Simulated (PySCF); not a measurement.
Si(GeH3)2(H)(OMe), SMILES CO[SiH]([GeH3])[GeH3] (CH10Ge2OSi), GFN2-xTB optimised geometry.

```
15

Si     1.23     0.00     0.00
Ge     2.25     0.67     1.97
Ge    -1.12     0.00     0.00
O      1.78     1.11    -1.04
C      1.33     1.30    -2.35
H      1.66    -1.35    -0.41
H      2.42    -0.47     2.93
H      3.63     1.24     1.85
H      1.52     1.69     2.79
H     -1.75    -0.66    -1.20
H     -1.78     1.35     0.00
H     -1.78    -0.70     1.15
H      1.71     0.51    -3.00
H      0.24     1.30    -2.38
H      1.70     2.26    -2.70
```

Density from PBE0/def2-TZVP (PySCF) at that geometry.

Minimum of the electron density along straight lines between bonded atoms, close to the bond critical point (lines longer than 1.1 times the sum of covalent radii, or with two minima, are not listed):

```csv
bond,length / Å,ρ at the minimum / e bohr⁻³,∇²ρ there / e bohr⁻⁵,position (fraction from the first atom)
Si1–Ge2,2.319,0.098,-0.17,0.38
Si1–Ge3,2.350,0.094,-0.17,0.39
Si1–O4,1.622,0.144,[?],0.41
O4–C5,1.393,0.264,-0.47,0.66
Si1–H6,1.474,[?],[?],0.49
Ge2–H7,1.499,0.140,0.10,0.60
Ge2–H8,1.496,0.141,0.09,0.60
Ge2–H9,1.500,0.140,0.10,0.60
Ge3–H10,1.506,0.138,0.09,0.60
Ge3–H11,1.504,0.139,0.09,0.60
Ge3–H12,1.497,0.140,0.09,0.60
C5–H13,1.092,0.284,-1.00,0.65
C5–H14,1.096,0.282,-0.98,0.64
C5–H15,1.090,0.287,-1.02,0.65
```

Problem. Some entries are withheld; supply them.

Solution. 
- Si1–O4, ∇²ρ there / e bohr⁻⁵: 0.92
- Si1–H6, ρ at the minimum / e bohr⁻³: 0.123
- Si1–H6, ∇²ρ there / e bohr⁻⁵: 0.16
